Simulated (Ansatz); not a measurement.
`N[Si](N)(F)F` + H–F → `N[Si](F)(F)F` + NH₃  (ligand exchange at the Si–N bond)

Calculated with Ansatz (gas phase, PBE0-D4/def2-TZVP geometries, no zero-point term in ΔE). CBS: MP2 limit from def2 TZ/QZ plus the TZ coupled-cluster correction, frozen cores. This one scheme is used for every species. DFT in def2-TZVPP. One conformer a species, not always the lowest.

`N[Si](N)(F)F`:

```xyz
9

N    -1.349   -0.183   -0.507
Si   -0.025    0.019    0.514
N     1.393    0.151   -0.385
F    -0.403    1.261    1.434
F     0.257   -1.153    1.553
H    -1.352   -0.878   -1.234
H    -2.276    0.086   -0.225
H     1.469    0.792   -1.155
H     2.286   -0.094    0.005
```

H–F:

```xyz
2

F    -0.081   -0.095   -0.443
H     0.081    0.095    0.443
```

`N[Si](F)(F)F`:

Cartesian coordinates in Å:
```
N -0.230 -0.802 0.641
Si 0.084 0.466 -0.403
F 1.487 1.168 -0.231
F -0.988 1.600 -0.193
F 0.044 -0.053 -1.888
H -0.530 -0.654 1.589
H 0.133 -1.726 0.486
```

NH₃:

```xyz
4

N    -0.263    0.053    0.087
H     0.238   -0.532    0.744
H    -0.251   -0.425   -0.806
H     0.276    0.903   -0.025
```

CCSD(T)/CBS gives -0.77 eV.

(1) Another level gave -0.69 eV. Which?
A. r2SCAN0/def2-TZVPP
B. PBE/def2-TZVPP
C. BLYP/def2-TZVPP
D. revPBE-D4/def2-TZVPP

(2) What do rigid-rotor, harmonic-oscillator terms from PBE0-D4/def2-TZVP frequencies (298.15 K, 1 bar) make of the CCSD(T)/CBS value? (An estimate is asked.)

Largest T1 diagnostic among the species: 0.011.

Answers

(1) D. revPBE-D4 -0.69, PBE -0.77, BLYP -0.86, r2SCAN0 -0.81 eV.

(2) Computed: ΔZPE = +0.03 eV, ΔH = -0.74 eV, ΔS = 21 J/(mol·K), ΔG = -0.81 eV.

The D4 term adds +0.06 eV with B3LYP and +0.03 eV with PBE0; it sums over pairs of atoms, weighted by their polarisabilities, and B3LYP, whose exchange is more repulsive, gets the larger term. In def2-TZVPP, CCSD(T) changes the Hartree–Fock value by +0.13 eV (the triples alone add +0.02 eV) and MP2 by +0.15 eV.

B3LYP here is the variant with VWN-RPA as its local correlation; programs differ in this.
